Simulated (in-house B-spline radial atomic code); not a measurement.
## RPA and G0W0 on B3LYP (VWN-RPA): I⁵⁺

Configuration [Kr] 4d10 5s2, mean-field start B3LYP (VWN-RPA). Computed with a B-spline radial code for spherical atoms: all electrons, non-relativistic, point nucleus, each spin shell either full or empty, empty states to l = 9 with an (l + 1/2)⁻⁴ tail; G0W0 by contour deformation at full frequency.

Without relativity these are model numbers: it shifts the levels of so heavy an element strongly and can reorder them.

Command:
```bash
python run_gw.py task.json out
```
Settings (radii: box in bohr, nucleus in fm):
```
Z                        53
electrons                48
configuration            [Kr] 4d10 5s2
hamiltonian              nr
method                   b3lyp
lmax                     9
spin_polarised           False
box_radius               10.43
intervals                52
ion_configuration        [Kr] 4d10 5s1
```

Cost of the run: 4.3 s on 1 thread of Arm Neoverse V2, on a shared host.

Energies (hartree):

| term | value |
| --- | --- |
| mean-field total | -6915.15271 |
| Hartree-Fock functional on these orbitals | -6912.62032 |
| direct second order | -4.2568 |
| second-order exchange | 1.1628 |
| SOSEX correction | 1.0821 |

Question: What is the RPA correlation energy, and what remains with SOSEX?

Answer: RPA gives -3.7519 hartree (-2.13 eV per electron); RPA + SOSEX gives -2.6698, and the second-order doubles -3.094 hartree (no singles). SOSEX takes back 29 % of the RPA value.

Quasi-particle levels (eV):

| level | occupied | mean field | Σx - vxc | Σc | QP weight | G0W0 |
| --- | --- | --- | --- | --- | --- | --- |
| 5s | yes | -67.78 | -2.19 | ? | ? | ? |
| 4d | yes | -113.16 | -9.45 | 0.85 | 0.938 | -121.75 |
| 5p | no | -54.33 | 5.57 | -1.77 | 0.958 | -50.53 |

G0W0 = mean field + (Σx - vxc) + Σc, with Σc (partial-wave tail included) taken at the quasi-particle energy. Only the outer levels were computed. Levels of low weight are left out.

Question: Where does G0W0 put 5s?

Answer: At -72.54 eV, with Σc = -2.57 eV and a quasi-particle weight of 0.961. The tabulated removal energy is 74.4 ± 0.4 eV (NIST, semi-empirical); the calculation leaves out relativity, Breit and QED terms, and what these don't explain is the method's own error.

Question: What does it cost to remove one electron (to [Kr] 4d10 5s1) by differences of total energies, each species on its own start (correlation terms add to the Hartree-Fock functional)?

Answer: B3LYP (VWN-RPA) 72.44 eV, Hartree-Fock functional 69.77 eV, + RPA 72.43 eV, + RPA + SOSEX 71.84 eV, + second order 73.24 eV. Tabulated: 74.4 ± 0.4 eV (NIST, semi-empirical); the calculation leaves out relativity, Breit and QED terms, and what these don't explain is the method's own error.
